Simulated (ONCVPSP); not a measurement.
What one change does to a pseudopotential (In, ONCV)

ONCVPSP 4.0.1 input, shortened (lines: element, Z, core and valence counts, functional; n l f; lmax; l rc ep ncon nbas qcut; lloc lpopt rc5 dvloc0; l nproj debl; icmod fcfact rcfact), LDA (Perdew-Wang 92), scalar-relativistic:

```
  In 49.00    8    3  -001012      upf
    1    0    2.00
    2    0    2.00
    2    1    6.00
    3    0    2.00
    3    1    6.00
    3    2   10.00
    4    0    2.00
    4    1    6.00
    4    2   10.00
    5    0    2.00
    5    1    1.00
    2
    0    1.80    0.00    4    9    4.40
    1    2.85    0.00    5    9    3.20
    2    1.15    0.00    4    7   10.00
    4    5    0.75    1.00
    0    2    1.50
    1    2    2.90
    2    2    2.80
    3    3.75    1.40
```

All-electron outer shells of the reference configuration (LDA (PZ), scalar-relativistic, ld1.x):

```tsv
shell	level (eV)	outermost node (bohr)	outermost maximum (bohr)
4s	-119.46	0.41	0.77
4p	-78.05	0.42	0.82
4d	-18.71	0.40	0.94
5s	-8.49	1.02	2.13
5p	-2.70	1.14	2.85
```

Change: local potential polynomial inside 0.75 bohr (lpopt 5, dvloc0 4 Ha).

Cutoffs: the cutoffs (Ha) at which the residual kinetic energy of the hardest occupied pseudo-wave falls to 1 and 0.1 mHa per electron; they do not see the model core or the augmentation charge, which bear on the density cutoff. Errors are all-electron minus pseudo energies relative to the spin-unpolarised reference configuration.

How do hardness, ghosts and transferability respond?

The potential gets neither clearly harder nor softer (41 Ha and 49 Ha → 41 Ha and 49 Ha); both files keep a bound ghost (p, s); the errors of the 3 common tests hardly move; the range in which the s phases agree widens (upper end 1.9 → 3.1); the range in which the p phases agree widens (upper end 1.9 → 4.5).

```tsv
quantity	base	changed
cutoff, loose	41 Ha	41 Ha
cutoff, tight	49 Ha	49 Ha
bound ghosts	s, p	s, p
GHOST(+) flags under 300 eV	s at 52.8 eV	s at 83.9 eV
tests with a reliable result	3 of 4	3 of 4
error for 4d10 5s2 5p0, meV [ΔE 5.59 eV]	-2.0	-2.0
error for 4d10 5s1 5p0, meV [ΔE 25.24 eV]	-8.5	-8.5
error for 4d10 5s1 5p2, meV [ΔE 5.94 eV]	-0.4	-0.5
s: phases at 1.83 bohr within 0.05 rad from the reference energy up to (Ha; the scan ends near 5)	1.9	3.1
p: phases at 2.90 bohr within 0.05 rad from the reference energy up to (Ha; the scan ends near 5)	1.9	4.5
d: phases at 1.17 bohr within 0.05 rad from the reference energy up to (Ha; the scan ends near 5)	to the end of the scan	to the end of the scan
rms error of d²Exc/dni dnj with the model core, mHa	1.24	1.24
```

 A true bound ghost makes a file unfit for plane-wave use even where its test errors are small: the radial tests pick states by their node count and pass the ghost by.
